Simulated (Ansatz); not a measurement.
trans-RuCl2(PF3)4 (P4RuCl2F12). Total charge 0; singlet. Geometry PBE-D4/def2-SVP.

```xyz
19

Cl   -1.767    1.647   -0.247
Cl    1.768   -1.644    0.247
F    -0.671   -2.590   -2.073
F    -1.382   -0.452   -2.967
F    -2.669   -1.532   -1.200
F    -0.076    1.802    2.766
F     1.166    2.927    0.995
F     2.212    1.160    2.283
F    -0.216   -1.311    3.023
F    -1.341   -2.693    1.360
F    -2.432   -0.716    2.242
F     1.726   -0.097   -2.815
F     2.784    1.348   -1.160
F     0.898    2.152   -2.455
P    -1.159   -1.164   -1.557
P     0.849    1.452    1.514
P    -1.019   -1.159    1.654
P     1.330    0.871   -1.612
Ru    0.000    0.001    0.000
```

In the def2 sets Ru takes a core potential, while STO-3G treats all electrons; there is no spin–orbit coupling. Single mean-field runs in def2-TZVP are fitted with def2-universal-jkfit. Another isomer (singlet) lies 0.36 eV lower at PBE0-D4/def2-TZVP; other spin states weren't run for this one.

**Question.** Estimate the orbital energies around the gap (eV) in Ansatz with HF/STO-3G, PBE-D4/def2-TZVP, r2SCANh-D4/def2-TZVP, PBE0-D4/def2-SVP, PBE0-D4/def2-TZVP.

**Answer.** 
```
orbital  HF/STO-3G  PBE-D4/def2-TZVP  r2SCANh-D4/def2-TZVP  PBE0-D4/def2-SVP  PBE0-D4/def2-TZVP
HOMO−13     -13.69            -11.20                -12.61            -13.31             -13.40
HOMO−12     -12.60            -11.20                -12.60            -13.26             -13.29
HOMO−11     -11.61            -11.15                -12.49            -13.11             -13.12
HOMO−10     -11.31             -9.80                -10.85            -11.47             -11.46
 HOMO−9     -11.31             -9.80                -10.85            -11.47             -11.46
 HOMO−8      -9.70             -9.80                -10.62            -11.06             -11.14
 HOMO−7      -9.60             -8.94                 -9.88            -10.47             -10.46
 HOMO−6      -9.60             -8.79                 -9.79            -10.40             -10.44
 HOMO−5      -9.34             -8.78                 -9.79            -10.39             -10.44
 HOMO−4      -8.69             -8.34                 -9.14             -9.48              -9.59
 HOMO−3      -8.69             -7.22                 -8.12             -8.52              -8.68
 HOMO−2      -8.17             -7.21                 -8.12             -8.52              -8.68
 HOMO−1      -7.07             -6.30                 -7.17             -7.64              -7.76
   HOMO      -7.06             -6.30                 -7.17             -7.63              -7.76
   LUMO       6.84             -3.59                 -3.16             -2.56              -2.68
 LUMO+1       7.99             -3.37                 -2.85             -2.42              -2.44
 LUMO+2       7.99             -2.83                 -2.41             -1.87              -2.05
 LUMO+3       8.57             -2.37                 -1.90             -1.31              -1.53
 LUMO+4       8.84             -2.36                 -1.89             -1.31              -1.52
 LUMO+5       9.20             -1.83                 -1.36             -0.91              -0.99
```
